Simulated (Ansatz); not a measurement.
Abridged output of a molecular run in Ansatz:

```
Functional definition: HF
1346 factors; integrals over basis functions are off by at most 1.3e-3 eV
mean field evaluation 1: about -10362.1164 eV, gradient 4.1e1 eV
mean field evaluation 2: about -10362.5179 eV, gradient 4.1e1 eV
mean field evaluation 4: about -10366.8376 eV, gradient 5.1e0 eV
mean field evaluation 8: about -10366.9364 eV, gradient 6.5e-1 eV
mean field evaluation 16: about -10366.9381 eV, gradient 1.8e-6 eV
mean field -10366.93807865 eV, -380.9779474273 hartree, gradient 1.8e-6 eV, S^2 0.000000; 0 other end points of the search recorded, 0 dependent functions left out
5 core orbitals not correlated: weight in the atoms' cores, before any rotation towards them, 1.000 or more for the frozen orbitals, at most 0.000 for the correlated occupied ones
reference -10366.93807865 eV, -380.9779474273 hartree; 24, 24 occupied and 103, 103 virtual orbitals, 1346 factors
second order -30.94275335 eV of doubles, -0.00000000 eV of singles
cycle   1  -29.82618409 eV  change     1.1e0 eV  update   1.8e-1
cycle   2  -30.81171408 eV  change   -9.9e-1 eV  update   6.7e-2
cycle   3  -31.08114030 eV  change   -2.7e-1 eV  update   3.8e-2
cycle   4  -31.11405005 eV  change   -3.3e-2 eV  update   1.5e-2
cycle   5  -31.09838766 eV  change    1.6e-2 eV  update   7.6e-3
cycle   6  -31.09893610 eV  change   -5.5e-4 eV  update   3.4e-3
cycle   7  -31.10100176 eV  change   -2.1e-3 eV  update   1.4e-3
cycle   8  -31.10020134 eV  change    8.0e-4 eV  update   6.0e-4
cycle   9  -31.09966234 eV  change    5.4e-4 eV  update   2.3e-4
cycle  10  -31.09987074 eV  change   -2.1e-4 eV  update   1.1e-4
cycle  11  -31.09979511 eV  change    7.6e-5 eV  update   4.6e-5
cycle  12  -31.09972574 eV  change    6.9e-5 eV  update   2.1e-5
cycle  13  -31.09974957 eV  change   -2.4e-5 eV  update   9.7e-6
perturbative correction -1.01608321 eV, -0.0373403693 hartree
Total energy: -10399.05391144 eV, -382.1581825133 hartree
```

Its atoms:

```xyz
12

C    -2.884    2.125    0.695
C    -1.862    1.143    0.419
N    -1.051    0.364    0.200
Au    0.348   -0.940   -0.172
O     1.671   -2.309   -0.541
C     3.009   -1.942   -0.689
H    -3.128    2.120    1.759
H    -3.783    1.895    0.121
H    -2.527    3.118    0.415
H     3.593   -2.849   -0.891
H     3.181   -1.251   -1.529
H     3.435   -1.474    0.212
```

Q: Which basis set was used?
A. cc-pV(Q+d)Z
B. def2-QZVPP
C. def2-SVP
D. def2-TZVPP

A: C. It gives 132 functions.

Q: Write the keys of the input that set method, charge and spin (a neutral closed shell needs none for the last two).

A: 
```yaml
correlation: {method: ccsd_t}
```
